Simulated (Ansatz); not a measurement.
Consider the silylene loss: `[SiH3][SiH]1[SiH2]S1` → `[SiH2]1[SiH2]S1` + `[SiH2]`.

Program: Ansatz. Geometries: PBE0-D4/def2-TZVP. ΔE: electronic, gas phase. CCSD(T)/CBS adds triple-zeta CCSD(T) − MP2 to the extrapolated MP2 energy (def2 sets, frozen cores). This one scheme is used for every species. Functionals use def2-TZVPP. HSE06 is defined as in plane-wave codes.

```csv
level,ΔE (eV),difference from CCSD(T)/CBS
BLYP-D4,2.47,-0.11
B97M-V,2.58,0.00
r2SCANh-D4,2.83,0.25
r2SCAN0-D4,2.83,0.25
HSE06-D4,2.79,0.21
ωB97X-V,2.68,0.10
ωB97M-V,2.49,-0.09
B2PLYP,2.51,-0.07
PBE-QIDH,2.77,0.19
BLYP,2.28,-0.30
r2SCANh,2.80,0.22
CCSD/def2-TZVPP,2.44,-0.14
HF/def2-QZVPP,2.28,-0.30
HF/CBS(def2),2.28,-0.30
MP2/CBS(def2),2.76,0.18
CCSD/CBS(def2),2.52,-0.06
CCSD(T)/CBS,2.58,0
```

Largest T1 diagnostic among the species: 0.014.

From BLYP to BHLYP (50 % exact exchange), in def2-TZVPP and without D4, ΔE moves by +0.19 eV. At CCSD(T), def2-SVP lies −0.18 eV from the extrapolated value and def2-TZVPP −0.07 eV. In def2-TZVPP, CCSD(T) changes the Hartree–Fock value by +0.23 eV (the triples alone add +0.07 eV) and MP2 by +0.41 eV.
